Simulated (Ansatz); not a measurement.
FI3Zr, SMILES `[F][Zr]([I])([I])[I]` at its PBE0-D4/def2-TZVP geometry, where that method's forces vanish. Total charge 0; spin multiplicity 1. Zr, I: def2 effective core potential.

```xyz
5

F     1.9406    0.3999   -0.4401
Zr    0.1503    0.0310   -0.0341
I    -0.7982    1.9371    1.6022
I    -1.2835   -0.0072   -2.3042
I    -0.0092   -2.3607    1.1762
```

**Question.** What forces (eV/Å) does ωB97M-V/def2-TZVPP give on these atoms in the Gaussian-basis code of Ansatz? (Best estimate.)

**Answer.** Ansatz gave: 
```
F1  -0.071 -0.015  0.016
Zr2  0.059  0.012 -0.013
I3   0.004  0.013  0.007
I4   0.001  0.002 -0.015
I5   0.008 -0.011  0.005
```
